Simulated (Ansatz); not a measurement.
`C[SiH2]C=O` + `O[SiH2][SiH3]` → `O=CO[SiH2][SiH3]` + `C[SiH3]`  (substitution at a C–Si bond)

Program: Ansatz. Geometries: PBE0-D4/def2-TZVP. ΔE: electronic, gas phase. CCSD(T)/CBS adds triple-zeta CCSD(T) − MP2 to the extrapolated MP2 energy (def2 sets, frozen cores). This one scheme is used for every species. DFT in def2-TZVPP. Each species was taken in one conformer, which may not be the lowest.

CCSD(T)/CBS gives -0.53 eV.

Task: Another level gave -0.61 eV. Which?
A. LC-ωPBE/def2-TZVPP
B. CCSD/def2-TZVPP
C. revPBE/def2-TZVPP
D. LDA (SPW92)/def2-TZVPP

Result: A. LC-ωPBE -0.61, revPBE -0.52, CCSD/def2-TZVPP -0.56, LDA (SPW92) -0.74 eV.

Largest T1 diagnostic among the species: 0.016.

From BLYP to BHLYP (50 % exact exchange), in def2-TZVPP and without D4, ΔE moves by −0.07 eV. Leaving LDA and LC-ωPBE aside and taking each functional with its dispersion term where it has one, the values, not all of them listed here, spread over 0.06 eV, from r2SCAN-D4 to BLYP-D4. LDA lies −0.16 eV from PBE without D4. The D4 term adds −0.04 eV with B3LYP and −0.02 eV with PBE0; it sums over pairs of atoms, weighted by their polarisabilities, and B3LYP, whose exchange is more repulsive, gets the larger term.

B3LYP here is the variant with VWN-RPA as its local correlation; programs differ in this.
